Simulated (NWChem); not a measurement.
Molecule: CH3BrClIn; SMILES [CH3][In]([Cl])[Br]

Computed with NWChem. Structure relaxed at the PBE0/def2-SVP level. No frequency run checked for a minimum. def2 effective core potentials on In; no spin-orbit coupling. Ions are spin-unrestricted doublets at the neutral geometry; other ion states weren't tried.

Estimate the computed values for PBE/def2-SVP. Quantities: −ε(HOMO) (eV).


| Quantity | Result |
|---|---|
| −ε(HOMO) (eV) | 6.79 |
